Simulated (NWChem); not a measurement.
Species: GeSiH$_{4}$OF$_{2}$; SMILES F[SiH](F)[O][GeH3]

```xyz
9

Si     0.0021    -1.5162    -0.4280
F     -1.2806    -1.8655     0.4687
F      1.2727    -1.8773     0.4810
O      0.0111     0.0510    -0.8400
Ge     0.0038     1.6068     0.0912
H      0.0043    -2.3508    -1.6357
H     -1.2789     1.6536     0.9512
H      0.0085     2.7022    -0.9924
H      1.2762     1.6561     0.9660
```
Atoms are numbered in this order, from 1.

Program: NWChem. Pople sets run with spherical d functions. Structure relaxed at the B3LYP/6-31G* (spherical d) level. GIAO values for the isolated, static molecule; σ is the absolute isotropic shielding, δ = σ(reference) − σ with the isolated reference molecule computed at the same levels (19F: trichlorofluoromethane, 1H: tetramethylsilane, 17O: water, 29Si: tetramethylsilane).

```csv
level,δ Si1 (ppm),δ F2 (ppm),δ F3 (ppm),δ O4 (ppm),σ Ge5 (ppm),δ H6 (ppm),δ H7 (rotor mean) (ppm)
Hartree-Fock/6-31G*,-59.5,-99.8,-99.7,0.7,1720.7,4.67,5.58
KT2/pcSseg-1,-59.4,___,___,___,1405.2,4.71,___
PBE0/pcSseg-1,-63.0,-150.0,-149.9,40.6,1410.3,4.50,5.61
```

Question: What belongs in the gaps?

Answer: 
- KT2/pcSseg-1, δ F2 (ppm): -172.2
- KT2/pcSseg-1, δ F3 (ppm): -172.1
- KT2/pcSseg-1, δ O4 (ppm): 48.8
- KT2/pcSseg-1, δ H7 (rotor mean) (ppm): 5.73
